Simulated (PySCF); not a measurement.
# Electronic structure of Tc⁺ (technetium, charge +1) at the UHF level

Configuration: [Kr] 4d5 5s1, high-spin 7S determinant. All numbers are calculated (PySCF 2.14, the spin-free X2C one-electron Hamiltonian (Gaussian nucleus), in x2c-TZVPall (8s6p6d1f, 63 functions)).

* Total energy: -4282.842939 hartree
* One-electron energy: -5893.7675 hartree
* Hartree (Coulomb) energy: 1738.3490 hartree
* Exchange energy: -127.4245 hartree
* ⟨S²⟩: 12.0022
* ⟨L²⟩: 0.000
* Sum of ⟨r⟩: 28.89 bohr
* Sum of ⟨r²⟩: 42.39 bohr²
* Langevin diamagnetic susceptibility: -33.6 ×10⁻⁶ cm³/mol
* Time after the integrals: 0.39 s of wall time on 1 thread of Neoverse-N1 (shared host)

| shell | electrons | mean orbital energy (hartree) | rms radius, mean of both spins (bohr) |
| --- | --- | --- | --- |
| 1s α | 1 | -777.82185 | 0.0394 |
| 1s β | 1 | -777.82108 | 0.0394 |
| 2s α | 1 | -114.05216 | 0.162 |
| 2s β | 1 | -114.00729 | 0.162 |
| 2p α | 3 | -101.89269 | 0.144 |
| 2p β | 3 | -101.85040 | 0.144 |
| 3s α | 1 | -21.32476 | 0.442 |
| 3s β | 1 | -21.29864 | 0.442 |
| 3p α | 3 | -17.21981 | 0.446 |
| 3p β | 3 | -17.19193 | 0.446 |
| 3d α | 5 | -10.58216 | 0.435 |
| 3d β | 5 | -10.51864 | 0.435 |
| 4s α | 1 | -3.70591 | 1.13 |
| 4s β | 1 | -3.42935 | 1.13 |
| 4p α | 3 | -2.51251 | 1.26 |
| 4p β | 3 | -2.15719 | 1.26 |
| 4d α | 5 | -0.78978 | 1.78 |
| 5s α | 1 | -0.53090 | 3.27 |

Densities and radii are taken from the X2C orbitals without a picture-change correction, which distorts them close to the nucleus.
